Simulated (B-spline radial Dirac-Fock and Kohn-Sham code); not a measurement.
## Ba²⁺ 3s: cross section and angular parameters

System: Ba²⁺, [Kr] 4d10 5s2 5p6; threshold 1286.5 eV (orbital energy of the model). Method: Dirac-Hartree-Slater photoionisation with a Latter tail; cross sections with all multipoles, angular parameters from the dipole term and its interference with E2. Computed with an atomic code on a B-spline grid.

The run's input, task.json:

```json
{"items": [{
  "Z": 56,
  "q": 2,
  "cfg": [[1, 0, 2], [2, 0, 2], [2, 1, 6], [3, 0, 2], [3, 1, 6], [3, 2, 10], [4, 0, 2], [4, 1, 6], [4, 2, 10], [5, 0, 2], [5, 1, 6]],
  "A": 138,
  "rrms": 4.8378,
  "do": "xps",
  "hv": [59.2, 67.5, 144.0, 150, 165.0, 200, 223.0, 227.0, 272.0, 311.0, 376.0, 400, 426.0, 457.0, 472.0, 485.0, 487.0, 600.0, 905.0, 1000, 1820.0, 4000, 4500.0, 5414.7, 6940.0, 9251.7, 10700.0, 12600.0, 14100.0, 15000]
}]}
```

Command: `python xray2_run.py task.json out`

For linearly polarised light dσ/dΩ = σ/(4π) [1 + β P₂(cos θ) + (δ + γ cos²θ) sin θ cos φ], with θ from the polarisation vector and φ the angle between the beam and the projection of the electron momentum on the plane normal to the polarisation.

```
hν (eV)  σ (kb)      β       γ
   1820    39.2  1.979   0.502
   4000    10.7  1.986  -0.081
   4500    8.68  1.986  -0.110
 5414.7    6.16  1.987  -0.120
   6940    3.80  1.987  -0.055
 9251.7    2.14  1.988   0.123
  10700    1.59  1.987   0.258
  12600    1.12  1.987   0.450
  14100       ?      ?       ?
  15000   0.772  1.987   0.695
```

Question: Give the values at 14100 eV.

Answer: σ = 0.883 kb, β = 1.987, γ = 0.604. For an s subshell δ is negligible.
